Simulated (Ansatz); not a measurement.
Calculated with Ansatz (gas phase, PBE0-D4/def2-TZVP geometries, no zero-point term in ΔE). CCSD(T)/CBS is the MP2 limit (def2-TZVPP, def2-QZVPP) plus CCSD(T) − MP2 in def2-TZVPP, frozen cores. This one scheme is used for every species, atoms too. Functionals use def2-TZVPP. No spin–orbit coupling; open shells (•) take unrestricted orbitals. Spin–orbit coupling would lower the free atoms: a little for O, Si; strongly for In. Elements past krypton have def2 core potentials. For In outer-core shells are correlated without core-valence functions, so the limit isn't a true one: a few kJ/mol of doubt a bond, and 10 to 20 or more in all where bonds break to atoms.

Consider the atomization: `[SiH3][O][InH2]` → 5 H• + In• + O• + Si•.

(1) What is ΔE at CCSD(T)/CBS? (Best estimate.)

(2) What do these levels give: PBE-D4, PBE0-D4, B2PLYP, r2SCAN, r2SCANh, CAM-B3LYP? (Best estimate.)

Largest T1 diagnostic among the species: 0.015.

Answers

(1) Ansatz gave: +542.9 kcal/mol.

(2) Ansatz gave: PBE-D4 529.2, PBE0-D4 524.5, B2PLYP 529.0, r2SCAN 536.1, r2SCANh 532.7, CAM-B3LYP 537.3 kcal/mol.

At CCSD(T), def2-SVP lies −44.4 kcal/mol from the extrapolated value and def2-TZVPP −15.1 kcal/mol: correlation converges slowly with the basis, and small sets miss more of it in the bonded molecule than in its fragments. From BLYP to BHLYP (50 % exact exchange), in def2-TZVPP and without D4, ΔE moves by −1.9 kcal/mol: exact exchange takes away binding that semilocal exchange gives to molecules. In def2-TZVPP, CCSD(T) changes the Hartree–Fock value by +135.2 kcal/mol (the triples alone add +6.2 kcal/mol) and MP2 by +133.7 kcal/mol; breaking electron pairs costs correlation energy, which Hartree–Fock lacks.

For atomizations the MP2-based limit and the directly extrapolated one differ by several kJ/mol either way, and by 10 to 25 for some Ge, Se and Sn compounds, so smaller differences from it don't rank the levels.
